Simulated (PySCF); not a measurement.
H6NSi2, multiplicity 2. Atoms are numbered in the order given.

```xyz
9

Si     0.0026     0.0787     1.6353
N      0.0192    -0.4984     0.0000
Si     0.0026     0.0787    -1.6353
H     -1.4034    -0.1027     2.1136
H      0.9116    -0.7686     2.4600
H      0.3880     1.5135     1.8161
H      0.3880     1.5135    -1.8161
H     -1.4034    -0.1027    -2.1136
H      0.9116    -0.7686    -2.4600
```
Charge 0, spin multiplicity 2.

Coordinates come from a B3LYP-D3(BJ)/def2-SVP optimisation. The isomer is the one that the SMILES or the coordinates give; other isomers of the formula were not compared.

Level of theory: CAM-B3LYP/def2-TZVPD (PySCF).

The molecule is in vacuum.

Computed frontier levels, dipole moment and polarisability:
```json
{
  "α spin, highest occupied and lowest empty level": "-9.42 and 0.59 eV",
  "β spin, highest occupied and lowest empty level": "-9.00 and -2.92 eV",
  "dipole_moment": "0.61 D",
  "quadrupole, principal values (traceless, Buckingham form, about the centre of nuclear charge)": "-2.97, 0.75, 2.22 D·Å",
  "mean_static_polarisability": "66.2 bohr³ (9.81 Å³)",
  "polarisability_principal_values": "57.7, 59.4, 81.4 bohr³",
  "⟨S²⟩": "0.755 (pure state 0.75)"
}
```
